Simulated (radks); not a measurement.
Question: All-electron atom: Sm2+ in [Xe] 4f6 (the NIST ground configuration). All-electron calculation, scalar-relativistic Kohn-Sham, r2SCAN, spin-polarised, spherical densities, finite nucleus; open shells are filled with parallel spins first (spin-orbit coupling, left out, can overturn this in heavy ions); meta-GGA in the generalised Kohn-Sham scheme; Fermi nuclear charge, rms radius 5.0819 fm. Program: a radial shooting solver on a logarithmic mesh with Libxc functionals. Some entries of the table are withheld. Estimate them.

| orbital | occ. | eigenvalue (hartree) | <r> (bohr) | r(max) (bohr) |
|---|---|---|---|---|
| 1s up | 1 | -1718.304 | 0.02275 | 0.01449 |
| 1s down | 1 | -1718.304 | 0.02275 | 0.01449 |
| 2s down | 1 | -281.9233 | 0.09698 | 0.08211 |
| 2s up | 1 | -281.9223 | 0.09698 | 0.08211 |
| 2p down | 3 | -251.4139 | 0.08548 | 0.06636 |
| 2p up | 3 | -251.4136 | 0.08548 | 0.06636 |
| 3s up | 1 | -62.43316 | 0.2546 | 0.2334 |
| 3s down | 1 | -62.34705 | 0.2544 | 0.2333 |
| 3p up | 3 | -52.84379 | 0.2531 | 0.2289 |
| 3p down | 3 | -52.75752 | 0.2529 | 0.2287 |
| 3d up | 5 | -39.85594 | 0.2311 | 0.1880 |
| 3d down | 5 | -39.78853 | 0.2308 | 0.1879 |
| 4s up | 1 | -12.99317 | 0.5798 | 0.5398 |
| 4s down | 1 | -12.77000 | 0.5795 | 0.5394 |
| 4p up | 3 | -9.82836 | 0.6138 | 0.5633 |
| 4p down | 3 | -9.60221 | 0.6135 | 0.5627 |
| 4d up | 5 | -5.37171 | 0.6717 | (1) |
| 4d down | 5 | -5.14141 | 0.6722 | (2) |
| 5s up | 1 | (3) | 1.402 | 1.258 |
| 5s down | 1 | (4) | 1.438 | 1.277 |
| 5p up | 3 | -1.39763 | 1.627 | 1.424 |
| 5p down | 3 | -1.31021 | 1.675 | 1.453 |
| 4f up | 6 | -0.62515 | 0.9668 | (5) |
| 4f down | 0 | -0.42164 | 1.058 | (6) |

Answer: 
(1) 4d up r(max) (bohr): 0.5882
(2) 4d down r(max) (bohr): 0.5874
(3) 5s up eigenvalue (hartree): -2.16645
(4) 5s down eigenvalue (hartree): -2.04515
(5) 4f up r(max) (bohr): 0.6139
(6) 4f down r(max) (bohr): 0.6174
